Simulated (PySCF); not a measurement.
## Correlation energy of Re(3+) (rhenium, charge +3)

[Xe] 4f14 5d4, high-spin 5D determinant. Computed with PySCF 2.14 in def2-TZVPPD with the def2 core potential (60 electrons) (6s5p3d2f1g, 59 functions), with a scalar-relativistic core potential. Frozen: 5s2 5p6; 4 electrons correlated.

| level | correlation energy (mhartree) |
| --- | --- |
| CCSD | -34.87 |
| (T) | -0.25 |
| CCSD(T) | -35.12 |

Diagnostics: T1 = 0.00086, D1 = 0.0014, largest double amplitude 0.021.

Task: Is a single reference adequate?

Result: Yes, within this model without spin-orbit coupling: T1 lies below 0.03 and no double amplitude reaches 0.07.
